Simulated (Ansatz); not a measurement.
`C#C[SiH2][GaH2]` + CH₃NH₂ → `C[NH][GaH2]` + `C#C[SiH3]` at 500 K and 1 bar (cleavage of the Ga–Si bond).

Gas-phase electronic energies from Ansatz, PBE0-D4/def2-TZVP geometries. CBS: MP2 limit from def2 TZ/QZ plus the TZ coupled-cluster correction, frozen cores. For Ga outer-core shells are correlated without core-valence functions, which leaves a few kJ/mol of doubt a bond. Scalar relativity is left out up to krypton.

```
          species  CCSD(T)/CBS energy (Eh)  H − E (kJ/mol)  S (J/(mol·K))
`C#C[SiH2][GaH2]`              -2292.05082           175.8          423.9
           CH₃NH₂                -95.75281           191.8          270.3
    `C[NH][GaH2]`              -2020.30020           213.8          353.1
      `C#C[SiH3]`               -367.52081           145.9          311.6
```

H − E and S are ideal-gas, rigid-rotor, harmonic terms from PBE0-D4/def2-TZVP. 1 Eh = 2625.50 kJ/mol, R = 8.31446 J/(mol·K).

Q: By hand: ΔE, ΔH, ΔS and ΔG.

A: ΔE = (-2020.30020) + (-367.52081) − (-2292.05082) − (-95.75281) = -0.01738 Eh = -45.6 kJ/mol. Δ(H − E) = 213.8 + 145.9 − 175.8 − 191.8 = -7.9, so ΔH = -53.5 kJ/mol. ΔS = 353.1 + 311.6 − 423.9 − 270.3 = -29.5 J/(mol·K). ΔG = -53.5 − 500 × (-29.5)/1000 = -38.8 kJ/mol.

Q: By hand: the equilibrium constant, and the temperature at which ΔG would vanish if ΔH and ΔS stayed fixed.

A: log₁₀ K = −ΔG/(RT ln 10) = 4.1. ΔG = 0 at ΔH/ΔS = 1814 K.

ΔH outweighs TΔS. A doubt of 5 kJ/mol in ΔE shifts log₁₀ K by 0.5 here. Modes under 60 cm⁻¹, often nearly free rotors, make the harmonic entropy too high. These are equilibria of isolated gas molecules and say nothing of rates. Largest T1 diagnostic: 0.015 (customary marks: 0.02 for closed shells, 0.045 for open ones).
